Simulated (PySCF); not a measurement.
Bond curve of SrBe⁺

Set-up: Sr def2-SVP with ECP28, Be def2-SVP; scalar-relativistic core potentials (PySCF 2.14). Energies in eV from Sr⁺ + Be in their ground configurations at the same level. State: ²Σ⁺ (doublet), unpaired electrons σ ↑.

All columns are ROHF. A positive dipole points towards Be; it is taken about the centre of mass and depends on that origin.

```json
{"R (Å)": "2.778", "E (eV)": "0.369", "μ (D)": "3.00", "Mulliken charge on Sr (basis-dependent)": "0.75", "HOMO (eV)": "-9.30", "LUMO (eV)": "-3.99", "Mayer bond order": "0.57", "⟨S²⟩": "0.75"}
{"R (Å)": "2.907", "E (eV)": "0.144", "μ (D)": "3.06", "Mulliken charge on Sr (basis-dependent)": "0.82", "HOMO (eV)": "-9.34", "LUMO (eV)": "-3.87", "Mayer bond order": "0.47", "⟨S²⟩": "0.75"}
{"R (Å)": "3.036", "E (eV)": "-0.007", "μ (D)": "3.07", "Mulliken charge on Sr (basis-dependent)": "0.87", "HOMO (eV)": "-9.39", "LUMO (eV)": "-3.76", "Mayer bond order": "0.38", "⟨S²⟩": "0.75"}
{"R (Å)": "3.133", "E (eV)": "-0.085", "μ (D)": "3.04", "Mulliken charge on Sr (basis-dependent)": "0.89", "HOMO (eV)": "-9.43", "LUMO (eV)": "-3.77", "Mayer bond order": "0.32", "⟨S²⟩": "0.75"}
{"R (Å)": "3.230", "E (eV)": "-0.139", "μ (D)": "2.98", "Mulliken charge on Sr (basis-dependent)": "0.91", "HOMO (eV)": "-9.48", "LUMO (eV)": "-3.79", "Mayer bond order": "0.28", "⟨S²⟩": "0.75"}
{"R (Å)": "3.327", "E (eV)": "-0.175", "μ (D)": "2.89", "Mulliken charge on Sr (basis-dependent)": "0.93", "HOMO (eV)": "-9.53", "LUMO (eV)": "-3.81", "Mayer bond order": "0.24", "⟨S²⟩": "0.75"}
{"R (Å)": "3.456", "E (eV)": "-0.202", "μ (D)": "2.74", "Mulliken charge on Sr (basis-dependent)": "0.94", "HOMO (eV)": "-9.59", "LUMO (eV)": "-3.84", "Mayer bond order": "0.21", "⟨S²⟩": "0.75"}
{"R (Å)": "3.618", "E (eV)": "-0.212", "μ (D)": "2.49", "Mulliken charge on Sr (basis-dependent)": "0.94", "HOMO (eV)": "-9.68", "LUMO (eV)": "-3.89", "Mayer bond order": "0.18", "⟨S²⟩": "0.75"}
{"R (Å)": "3.811", "E (eV)": "-0.205", "μ (D)": "2.14", "Mulliken charge on Sr (basis-dependent)": "0.94", "HOMO (eV)": "-9.78", "LUMO (eV)": "-3.94", "Mayer bond order": "0.17", "⟨S²⟩": "0.75"}
{"R (Å)": "4.070", "E (eV)": "-0.180", "μ (D)": "1.63", "Mulliken charge on Sr (basis-dependent)": "0.94", "HOMO (eV)": "-9.90", "LUMO (eV)": "-4.02", "Mayer bond order": "0.16", "⟨S²⟩": "0.75"}
```

A fit through these points gives, at Re = 3.631 Å, μ = 2.47 D and dμ/dR = -1.69 D/Å; the reduced mass is 8.174 u.

Task: How strong is the fundamental in the double-harmonic approximation, I = 42.26·(dμ/dR)²/μred km/mol?

Result: I = 42.26·(-1.69)²/8.174 = 14.8 km/mol at ROHF.

Spin–orbit coupling is left out. For an ion De counts to the pair picked by the measured ionisation energies or electron affinities, which need not be the lowest pair at this level. Hartree–Fock leaves out correlation, which carries a large part of most bond energies and some tenths to 1 eV of ionisation energies. The state was picked by a PBE0 search and need not be the measured ground state.
